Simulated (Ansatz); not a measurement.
Isolated molecules relaxed with PBE0-D4/def2-TZVP in Ansatz; ΔE leaves out vibrations. CCSD(T)/CBS is the MP2 limit (def2-TZVPP, def2-QZVPP) plus CCSD(T) − MP2 in def2-TZVPP, frozen cores. This one scheme is used for every species. Functionals use def2-TZVPP. One conformer a species, not always the lowest.

Consider the ligand exchange at a B–N bond: `OB(F)[NH][AlH2]` + H–F → `OB(F)F` + `[NH2][AlH2]`.

```json
{"level": "LDA (SPW92)", "ΔE (eV)": "-0.42"}
{"level": "PBE-D4", "ΔE (eV)": "-0.41"}
{"level": "r2SCAN0", "ΔE (eV)": "-0.46"}
{"level": "MP2/def2-SVP", "ΔE (eV)": "-0.52"}
{"level": "HF/def2-TZVPP", "ΔE (eV)": "-0.56"}
{"level": "MP2/def2-TZVPP", "ΔE (eV)": "-0.39"}
{"level": "SCS-MP2/def2-QZVPP", "ΔE (eV)": "-0.41"}
{"level": "HF/CBS(def2)", "ΔE (eV)": "-0.57"}
```

Problem. What does CCSD(T)/CBS give? (An estimate is asked.)

Solution. Computed: -0.38 eV. The listed levels differ from it by -0.04, -0.03, -0.08, -0.14, -0.18, -0.01, -0.03, -0.19 eV.

Largest T1 diagnostic among the species: 0.012.

In def2-TZVPP, CCSD(T) changes the Hartree–Fock value by +0.15 eV (the triples alone add +0.02 eV) and MP2 by +0.17 eV. The D4 term adds +0.07 eV with B3LYP and +0.04 eV with PBE0; it sums over pairs of atoms, weighted by their polarisabilities, and B3LYP, whose exchange is more repulsive, gets the larger term. From BLYP to BHLYP (50 % exact exchange), in def2-TZVPP and without D4, ΔE moves by +0.03 eV.

B3LYP here is the variant with VWN-RPA as its local correlation; programs differ in this.
